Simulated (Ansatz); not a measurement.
`CO[CH2][AlH][OH]`, relaxed with RKS PBE0-D4/def2-TZVP in Ansatz 0.2.0 from a PBE-D4/def2-SVP geometry. The force threshold is 0.005 eV/Å; the program also tests the step.

The species carries charge 0 and has multiplicity 1.

Start:

```xyz
12

C    -0.067   -0.682    1.485
O    -0.995    0.145    0.835
C    -0.357    1.153    0.045
Al    0.510    0.388   -1.592
O     0.145   -1.235   -2.054
H    -0.628   -1.451    2.052
H     0.582   -0.117    2.201
H     0.613   -1.206    0.760
H     0.337    1.776    0.667
H    -1.161    1.854   -0.278
H     1.491    1.154   -2.590
H    -0.469   -1.778   -1.532
```

| step | energy (eV) | largest force (eV/Å) | largest move (Å) |
| --- | --- | --- | --- |
| 1 | -12872.5027 | 0.621 | 0.000 |
| 2 | -12872.5497 | 0.303 | 0.050 |
| 3 | -12872.5568 | 0.072 | 0.027 |
| 4 | -12872.5573 | 0.023 | 0.031 |
| 5 | -12872.5574 | 0.013 | 0.004 |
| 6 | -12872.5575 | 0.008 | 0.006 |
| 7 | -12872.5575 | 0.002 | 0.004 |

End:

```xyz
12

C    -0.056   -0.669    1.509
O    -0.980    0.109    0.810
C    -0.344    1.112    0.027
Al    0.507    0.373   -1.609
O     0.114   -1.210   -2.082
H    -0.608   -1.428    2.065
H     0.531   -0.066    2.217
H     0.651   -1.176    0.830
H     0.345    1.706    0.649
H    -1.134    1.811   -0.275
H     1.489    1.175   -2.555
H    -0.513   -1.735   -1.585
```

Run time 17 s (4 threads of an INTEL XEON PLATINUM 8581C on a shared host); peak host memory 0.51 GiB.
